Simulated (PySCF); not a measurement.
B3LYP has the VWN-RPA correlation part, as in Gaussian. 

Z-matrix (Å, degrees):
```
C
C 1 1.5050
C 2 1.2906 1 64.61
H 2 1.0766 3 149.02 1 -179.99
H 3 1.0766 2 149.02 4 0.00
C 1 1.5196 2 119.85 4 74.19
H 6 1.0903 1 111.19 2 29.63
H 6 1.0942 7 108.17 1 122.10
H 6 1.0942 7 108.17 8 115.80
C 1 1.5196 2 119.85 4 -74.20
H 10 1.0903 1 111.19 2 -29.63
H 10 1.0942 11 108.17 1 122.10
H 10 1.0942 11 108.17 12 115.80
```
Charge 0, multiplicity 1.

Problem. What is the computed LUMO, HOMO, HOMO–LUMO gap, dipole moment and total energy (B3LYP-D3(BJ)/def2-TZVP (PySCF))?

Solution. 
* **LUMO**: -0.10 eV
* **HOMO**: -6.98 eV
* **HOMO–LUMO gap**: 6.87 eV
* **dipole moment**: 0.32 D
* **total energy**: -5315.63 eV
